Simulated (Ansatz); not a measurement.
CH₆MgOSSi (`C[S][Mg][O][SiH3]`), charge 0, multiplicity 1.

Task: Give a relaxed structure at PBE0-D4/def2-TZVP (Ansatz 0.2.0). (Estimate.)

Result: Ansatz gave: 
Cartesian coordinates in Å:
```
C 2.2973 0.7748 2.0889
S 1.3882 -0.8082 2.1789
Mg -0.0617 -0.6931 0.4269
O -1.1967 -0.5923 -0.9523
Si -2.2230 -0.5110 -2.1929
H 2.8539 0.8735 1.1574
H 3.0115 0.7733 2.9121
H 1.6370 1.6324 2.2147
H -3.1358 0.6633 -2.0668
H -1.4973 -0.3780 -3.4905
H -3.0733 -1.7348 -2.2765
```
Point group Cs.
This is one stationary point; other conformers may exist.
